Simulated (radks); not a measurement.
The numbers below are computed, except where a source is named.
Pt+, 77 electrons, occupied as [Kr] 4d10 4f14 5s2 5p5.5 5d9 6p0.5 (fractional occupations, a model configuration). Level of theory: Dirac Kohn-Sham, LDA (Slater exchange, Perdew-Zunger correlation), spin-unpolarised, spherical densities, finite nucleus; open shells fill j = l - 1/2 first; Fermi nuclear charge, rms radius 5.427 fm (a radial shooting solver on a logarithmic mesh with Libxc functionals).

Normalised radial functions P(r) = r R(r) (large component), r in bohr:

```
   r/bohr * 4f5/2, o 6s1/2 (the largest magnitude, 1.39, reaches the edge; | marks zero, & curves that meet)
 0.001197                             *o
 0.001918                             *o
 0.003051                             *o
 0.004891                             *o
 0.007779                             *o
  0.01247                             *o
  0.01984                             &
   0.0318                            o*
  0.05058                           o |*
  0.08108                             o  *
    0.129                             |  o    *
   0.2067                             o                 *
   0.3288                         o   |                          *
   0.5271                             | o                      *
   0.8384                             |     o      *
    1.344                        o    |   *
    2.138               o             *
    3.427                    o        *
    5.451                           o *
    8.738                             &
```

4f5/2: eigenvalue -83.831 eV, 0 radial nodes, <r> = 0.512 bohr, 90 % of the charge inside 0.827 bohr. 6s1/2 (empty): eigenvalue -14.321 eV, 5 radial nodes at r = 0.0202, 0.0810, 0.209, 0.475, 1.14 bohr, <r> = 2.63 bohr, 90 % of the charge inside 3.85 bohr.
